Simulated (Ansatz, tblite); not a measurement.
Removing an electron: B(NH3)Cl3 (BNCl₃H₃). The state is a singlet with charge 0. Geometry: PBE0-D4/def2-SVP. Ansatz, gas phase; energy differences of separate SCF runs; the oxidised species was run as a doublet alone.

```xyz
8

B     0.4592   -0.2129   -0.5753
N    -0.5113    0.2371    0.6406
H    -1.1404    0.9815    0.3288
H     0.0479    0.5815    1.4253
H    -1.0702   -0.5601    0.9554
Cl    1.5150   -1.5269    0.1335
Cl    1.3748    1.3042   -1.0263
Cl   -0.6749   -0.8044   -1.8819
```

The xTB rows come from tblite.

```csv
level,−HOMO (eV),vertical IE (eV),−LUMO (eV),HOMO–LUMO gap (eV)
GFN1-xTB,12.49,14.89,5.94,6.56
GFN2-xTB,11.36,14.05,2.78,8.58
PBE-D4/def2-TZVP,6.63,9.64,1.12,5.51
r2SCAN-D4/def2-TZVP,6.99,9.89,0.42,6.57
PBE0-D4/def2-TZVP,8.04,10.14,0.29,7.75
```

Relaxing the oxidised species (PBE0-D4/def2-SVP) changes its energy by -0.13 eV at PBE0-D4/def2-TZVP, so the adiabatic ionisation energy to this nearest minimum is 10.01 eV. At PBE-D4/def2-TZVP it is 9.54 eV.    Raw xTB energy differences between charge states are shifted by several eV; the methods need an empirical correction for them.
